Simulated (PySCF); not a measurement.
Cl2FGeH3Si, SMILES Cl[Si](F)([GeH3])Cl. Atoms are numbered in the order given.

```xyz
8

F      0.8474    -1.8874     0.0000
Si     0.5362    -0.2992     0.0000
Cl     1.4230     0.4960    -1.6642
Cl     1.4230     0.4960     1.6642
Ge    -1.7729     0.1148     0.0000
H     -2.4009    -0.4979    -1.2568
H     -2.4009    -0.4979     1.2568
H     -1.9792     1.6336     0.0000
```
Charge 0, spin multiplicity 1.

Coordinates come from a ωB97X-D3(BJ)/def2-SVP optimisation.

All values below come from PBE/def2-TZVP run with PySCF.

Atomic charges (e):

```
atom  Mulliken  meta-Löwdin  Löwdin
----  --------  -----------  ------
F1       -0.25        -0.47    0.03
Si2       0.57         0.97       ?
Cl3      -0.17        -0.25    0.28
Cl4      -0.17        -0.25    0.28
Ge5      -0.06         0.05       ?
H6        0.03        -0.02       ?
H7        0.03        -0.02       ?
H8        0.03        -0.02       ?
```

Task: What belongs in the gaps? (The exact figures need the calculation; the answer reports its results.)

Result: 
- Si2, Löwdin: -0.71
- Ge5, Löwdin: 0.23
- H6, Löwdin: -0.04
- H7, Löwdin: -0.04
- H8, Löwdin: -0.04
